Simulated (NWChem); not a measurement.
# C$_{2}$H$_{8}$N cation; SMILES C[NH2+]C

```xyz
11

C     -1.2541     0.0000     0.2787
N      0.0000     0.0000    -0.5237
C      1.2541     0.0000     0.2787
H     -2.1167     0.0000    -0.3991
H     -1.2705    -0.8979     0.9087
H     -1.2705     0.8979     0.9087
H      0.0000     0.8154    -1.1504
H      0.0000    -0.8154    -1.1504
H      2.1167     0.0000    -0.3991
H      1.2705     0.8979     0.9087
H      1.2705    -0.8979     0.9087
```
Atoms are numbered in this order, from 1.

Program: NWChem. STO-3G and 3-21G are far too small for this property and stand as cheap habits. The geometry was optimised at PBE0/def2-SVP. B3LYP is NWChem's, with the RPA form of VWN correlation. Field at 589 nm.

For level B3LYP/STO-3G:

| Item | Value |
|---|---|
| isotropic polarisability (bohr³) | 15.7 |
| anisotropy (bohr³) | 2.2 |

How do the values read with level B3LYP/def2-SVPD instead?

The isotropic polarisability (bohr³) is 31.9 and the anisotropy (bohr³) is 5.9.
